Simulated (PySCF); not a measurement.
selenophene, C4H4Se, SMILES c1cc[se]c1, point group C2v.

Level: B3LYP/pcSseg-1 in PySCF (density fitting, grid level 2); geometry and Hessian at that level, cubic constants and property derivatives from steps of ±0.6 along each species' dimensionless normal coordinates, second-order vibrational perturbation theory. The parent has the commonest isotopes.

Equilibrium geometry (Å):

```json
{"atom": "C1", "x": "0.7207", "y": "-0.6735", "z": "-0.1398"}
{"atom": "C2", "x": "-0.7021", "y": "-0.6915", "z": "0.0235"}
{"atom": "C3", "x": "-1.2774", "y": "0.5333", "z": "0.1732"}
{"atom": "Se4", "x": "-0.0031", "y": "1.9048", "z": "0.1192"}
{"atom": "C5", "x": "1.2841", "y": "0.5657", "z": "-0.1207"}
{"atom": "H6", "x": "1.3078", "y": "-1.5785", "z": "-0.2691"}
{"atom": "H7", "x": "-1.2803", "y": "-1.6113", "z": "0.0280"}
{"atom": "H8", "x": "-2.3275", "y": "0.7579", "z": "0.3098"}
{"atom": "H9", "x": "2.3320", "y": "0.8169", "z": "-0.2249"}
```

An isotope shift is δ(isotopologue) − δ(parent), that is, the negative of the change in the averaged GIAO shielding; n counts bonds from the nearest label (0: the labelled atom itself). These are computed values; those of heavy atoms are rounded to 5 ppb, about the numerical noise.

Q: What isotope shifts arise with ¹³C at 3?

A: 
| nucleus | n | 0 K (ppb) | 400 K (ppb) |
| --- | --- | --- | --- |
| C3 | 0 | -55 | -45 |
| C2 | 1 | -35 | -30 |
| Se4 | 1 | -430 | -300 |
| H8 | 1 | -3 | -2 |
| C1 | 2 | 10 | 10 |
| C5 | 2 | -5 | 0 |
| H7 | 2 | -2 | -2 |
| H6 | 3 | 1 | 0 |
| H9 | 3 | 1 | 1 |

Spin–orbit effects of the heavy atoms on shieldings are missing.
